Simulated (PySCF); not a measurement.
# S2I2, singlet: molecular constants

Computed with PBE0 in PySCF with S def2-SVP, I def2-SVP with ECP28; scalar-relativistic core potentials, no spin–orbit coupling; density-fitted integrals.

The structure is a saddle point with 1 imaginary mode.

```xyz
4
charge 0 multiplicity 1, angstrom
S     0.0000    0.0000   -1.0219
S     0.0000    0.0000    1.0219
I     2.5194    0.0000    0.0000
I    -2.5194    0.0000    0.0000
```

```
Point group                                                                   : D2h
Bond lengths                                                                  : S–I 2.719 Å (×4)
Bond angles                                                                   : I–S–I 135.8° (×2), S–I–S 44.2° (×2)
Dipole moment                                                                 : 0.00 D
Principal quadrupole moments (Buckingham, traceless) about the centre of mass : -8.13, 2.04, 6.09 D Å
Rotational constants                                                          : 0.2525, 0.01046, 0.01005 cm⁻¹
Lowest empty level                                                            : -4.34 eV
Zero-point energy (real modes)                                                : 7.5 kJ/mol
Principal polarisabilities                                                    : 43.6, 63.7, 223.2 bohr³
Atomisation energy without zero-point energy                                  : 524 kJ/mol
Highest occupied level                                                        : -6.84 eV
```

Harmonic modes (masses in u: S 31.972, I 126.904):
```csv
symmetry,ω (cm⁻¹),IR (km/mol)
b3g,312i,–
b3u,109,0.3
b2u,140,0.1
ag,146,0.0
b1u,244,187
ag,608,0.0
```

In D2h the vibrations span b3g + b3u + b2u + 2ag + b1u. The ag, b3g modes carry no infrared intensity, as symmetry demands. With a centre of inversion only u modes can be infrared active and only g modes Raman active.

Charges (e):
```
atom  Mulliken  Löwdin  polar tensor  Mayer order to S1
  S1      0.00    0.02          0.49                  –
  S2      0.00    0.02          0.49               1.04
I3,4      0.00   -0.02         -0.49               0.51
```
Other Mayer orders above 0.3: I–I 0.48, S–I 0.51 (×2).

Mulliken populations on S1: s 5.94, p 9.97, d 0.09.

Outer orbital energies (eV). occupied: -11.34, -10.50, -9.97, -8.24, -8.05, -7.87, -7.54, -6.84; empty: -4.34, -3.45, -1.31, 6.84.

Other isomers or separated fragments may lie lower. At this level a singlet minimum of C2 symmetry lies 143 kJ/mol below this structure.

The final relaxation and frequency run took roughly 90 core-seconds on a shared host.
